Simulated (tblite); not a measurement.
`C#C[C@H](C=O)C(Cl)Cl`. The geometry is computed with GFN2-xTB (gas phase).

```
atom  x, y, z in Å
C1     2.1422   -1.1380    0.0170
C2     1.1326   -0.5415   -0.2165
C3    -0.1051    0.1745   -0.4632
C4     0.0211    1.6468   -0.0897
O5    -0.8791    2.3256    0.3023
C6    -1.2914   -0.4632    0.2617
Cl7   -0.9253   -0.6413    1.9931
Cl8   -1.6660   -2.0544   -0.4358
H9     3.0257   -1.6692    0.2118
H10   -0.3121    0.1519   -1.5436
H11    1.0405    2.0445   -0.2405
H12   -2.1819    0.1638    0.1773
```

(1) What is the longest distance between nuclei?

(2) Work out the bond lengths C1–H9, C2–C3, C3–C4, C3–H10, C6–Cl7, C6–H12 in pm.

(3) What is the repulsion energy of the bare nuclei, Σ ZA·ZB/RAB?

(4) How far are the heavy atoms from their best plane (unweighted least squares)?

(5) What are the angles C4–C3–C6, C2–C3–C4, C2–C3–C6, C3–C4–H11, C3–C4–O5, Cl7–C6–H12?

(6) Write the matrix of distances between heavy atoms (Å, lower triangle).

Results:

(1) O5···H9, 5.59 Å; the next longest distance is 5.52 Å.

(2) For C1–H9 the difference vector is (0.8835, -0.5312, 0.1948) Å, of length 1.0491 Å. C1–H9 104.9; C2–C3 145.1; C3–C4 152.4; C3–H10 110.0; C6–Cl7 177.9; C6–H12 109.2 pm.

(3) 489.63 Eh over 66 pairs, with full nuclear charges and distances in bohr; the largest single term is 52.63 Eh (Cl7 with Cl8).

(4) 0.708 Å rms; C1 0.34, C2 0.10, C3 0.60, C4 0.22, O5 0.03, C6 0.14, Cl7 1.64, Cl8 0.89 Å (magnitudes).

(5) From the scalar product of the two bond vectors; for C4–C3–C6 it is -0.8178 Å² over 1.5242 × 1.5295 Å², cos θ = -0.3508. C4–C3–C6 110.5°; C2–C3–C4 111.4°; C2–C3–C6 112.0°; C3–C4–H11 113.0°; C3–C4–O5 124.6°; Cl7–C6–H12 107.5°.

(6) 
```
C1    0.000
C2    1.196  0.000
C3    2.646  1.451  0.000
C4    3.502  2.458  1.524  0.000
O5    4.605  3.541  2.411  1.194  0.000
C6    3.508  2.472  1.530  2.510  2.819  0.000
Cl7   3.683  3.021  2.715  3.236  3.415  1.779  0.000
Cl8   3.943  3.189  2.721  4.082  4.511  1.777  2.906  0.000
```

Its GFN2-xTB frequencies are all real (lowest 45 cm⁻¹). The numbers are those of one conformer. 3 starts were optimised and ended at 0.00, 1.65 and 1.99 kcal/mol (GFN2-xTB); the lowest of these is shown.

Hardware: an Arm Neoverse V2 with one thread, no GPU, on a shared host. Cost: 0.24 s of wall time. These figures are those of the optimisation.
